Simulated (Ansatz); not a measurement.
Total energies of (AgBr)2 ring (Ag₂Br₂) from Ansatz at r2SCAN-D4/def2-TZVP, gas phase (1 Eh = 27.2114 eV = 2625.5 kJ/mol). The reference geometry is relaxed at r2SCAN-D4/def2-SVP.

| state | geometry | energy (Eh) |
| --- | --- | --- |
| charge 0 singlet | reference | -5442.51081 |
| charge 1 doublet | reference | -5442.17720 |
| free Ag atom (doublet) | – | -147.01662 |
| free Br atom (doublet) | – | -2574.09258 |

In the def2 sets Ag takes a core potential; there is no spin–orbit coupling.

Problem. Work out the vertical ionisation energy to the doublet.

Solution. E(charge 1 doublet) − E(charge 0 singlet) = -5442.17720 − (-5442.51081) = 0.33361 Eh = 9.08 eV. For comparison, −ε of the highest occupied level is 6.44 eV at this level, 2.64 eV less.

Problem. What is the binding energy per atom against free atoms?

Solution. Atoms: 2 × (-147.01662) + 2 × (-2574.09258) = -5442.21840 Eh. Binding: -5442.21840 − (-5442.51081) = 0.29241 Eh = 7.96 eV, or 1.99 eV for each of 4 atoms (no zero-point energy, no counterpoise term).
